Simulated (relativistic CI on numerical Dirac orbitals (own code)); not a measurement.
## One change at a time: Pb XXXII

Base calculation: Dirac-Coulomb-Breit CI, separate exchange-only KLI orbitals for each configuration, model QED (radiative potential, 1s self-energy scaled to tabulated hydrogen-like ionisation energies), unscaled Slater integrals.

CI space (outside the closed core [Ar] 3d10 4p6 4d10): 4s2 4f5, 4s2 4f4 5s, 4s2 4f4 5p, 4s2 4f3 5s2, 4s2 4f3 5s 5p, 4s2 4f3 5p2, 4s 4f6, 4s2 4f4 6s. Levels of other configurations are missing.

Variants: (1) P86 correlation estimate; (2) configuration mixing switched off; (3) non-relativistic limit. Shifts of the energy above 4s2 4f5 6H°_5/2, in cm⁻¹, for the lowest level and the first level of each name with at least 55 % of one term (blank where a level changes its place among those of its configuration and J or its character, or is not in the variant):

```
           Level      Base  Δ(1)   Δ(2)      Δ(3)
 4s2 4f5 6H°_5/2       0.0   0.0    0.0       0.0
 4s2 4f5 6H°_7/2   27418.2  -0.2  -36.1  -27418.2
 4s2 4f5 6H°_9/2   47559.2  -0.3  -49.8  -47559.2
 4s2 4f5 6F°_1/2   49629.0  -0.2  -36.8  -32912.8
4s2 4f5 6H°_11/2   61054.3  -0.3  -45.7  -61054.2
 4s2 4f5 4F°_3/2   97005.9  +0.2  +39.5  -37728.6
4s2 4f5 4M°_17/2  109935.3  -0.3  -60.4  -50677.7
 4s2 4f5 2P°_1/2  112674.0  +0.5  +78.1          
4s2 4f5 4K°_13/2  133823.7  -0.1  -26.7  -64691.7
4s2 4f5 4K°_15/2  170638.9  -0.2  -39.3          
 4s2 4f5 4P°_1/2  173621.3  +0.3  +45.1  -86473.4
```

At this charge energies of transitions that change n are usually good to better than 1 %, and those within a shell (Δn = 0) to a few per cent. Terms inside the open d or f shell come out 10 to 20 % too wide with unscaled integrals.

Ionisation energy from the two ground configurations alone: base 1160.17 eV; P86 correlation estimate 1162.29 eV. The NIST ASD value (theoretical) is 1180 eV.

LS names give the leading component of a level, which can be under half, so a name can repeat, a term be missing and a line seem to break the LS rules.
